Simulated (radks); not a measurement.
Results of a calculation; reference values are marked as such.
Species: Tm+. Configuration: [Xe] 4f13 6s1 (the NIST ground configuration).

Level of theory: scalar-relativistic Kohn-Sham, PBE, spin-polarised, spherical densities, finite nucleus; open shells are filled with parallel spins first (spin-orbit coupling, left out, can overturn this in heavy ions); Fermi nuclear charge, rms radius 5.2256 fm (a radial shooting solver on a logarithmic mesh with Libxc functionals).

Energy parts (Ry):
total: -27131.5675
kinetic: 29483.6202
electron-nucleus: -66647.8239
Hartree: 10602.6124
exchange-correlation: -569.9762

Orbitals (lengths in bohr, moments of r in powers of bohr; r(max) is where P^2 peaks):
| orbital | occ. | eigenvalue (Ry) | <r^4> | r(max) | <1/r> | <r^2> |
|---|---|---|---|---|---|---|
| 1s up | 1 | -4357.149 | 8.080e-07 | 0.01261 | 79.07 | 0.0005486 |
| 1s down | 1 | -4357.148 | 8.080e-07 | 0.01261 | 79.07 | 0.0005486 |
| 2s up | 1 | -735.5544 | 0.0001249 | 0.07189 | 18.42 | 0.008516 |
| 2s down | 1 | -735.5532 | 0.0001249 | 0.07189 | 18.42 | 0.008516 |
| 2p up | 3 | -649.5919 | 0.00009540 | 0.05854 | 16.97 | 0.006945 |
| 2p down | 3 | -649.5909 | 0.00009540 | 0.05854 | 16.97 | 0.006945 |
| 3s up | 1 | -165.7019 | 0.004693 | 0.2033 | 6.800 | 0.05581 |
| 3s down | 1 | -165.6699 | 0.004691 | 0.2032 | 6.801 | 0.05580 |
| 3p up | 3 | -139.6623 | 0.004970 | 0.2002 | 6.342 | 0.05626 |
| 3p down | 3 | -139.6302 | 0.004967 | 0.2002 | 6.343 | 0.05624 |
| 3d up | 5 | -107.4889 | 0.003888 | 0.1633 | 6.009 | 0.04687 |
| 3d down | 5 | -107.4644 | 0.003884 | 0.1633 | 6.010 | 0.04685 |
| 4s up | 1 | -33.05753 | 0.1140 | 0.4643 | 2.872 | 0.2799 |
| 4s down | 1 | -32.99128 | 0.1140 | 0.4643 | 2.872 | 0.2799 |
| 4p up | 3 | -24.49983 | 0.1514 | 0.4857 | 2.625 | 0.3178 |
| 4p down | 3 | -24.43459 | 0.1514 | 0.4856 | 2.624 | 0.3179 |
| 4d up | 5 | -13.12961 | 0.2358 | 0.5012 | 2.318 | 0.3795 |
| 4d down | 5 | -13.06520 | 0.2363 | 0.5012 | 2.318 | 0.3797 |
| 4f up | 7 | -0.74229 | 3.043 | 0.4958 | 1.691 | 0.8978 |
| 4f down | 6 | -0.68357 | 3.056 | 0.4962 | 1.686 | 0.9059 |
| 5s up | 1 | -4.43117 | 4.380 | 1.091 | 1.078 | 1.705 |
| 5s down | 1 | -4.39524 | 4.387 | 1.092 | 1.076 | 1.708 |
| 5p up | 3 | -2.48392 | 9.774 | 1.253 | 0.8870 | 2.470 |
| 5p down | 3 | -2.45169 | 9.674 | 1.255 | 0.8869 | 2.463 |
| 6s up | 1 | -0.69994 | 310.1 | 3.108 | 0.3512 | 14.30 |
| 6s down | 0 | -0.63148 | 291.7 | 3.079 | 0.3572 | 13.86 |

The highest occupied level is 4f down at -9.300 eV. Spin moment in Bohr magnetons: 2. The electron density at the nucleus is 1.002e+06 e/bohr^3 (large components only).
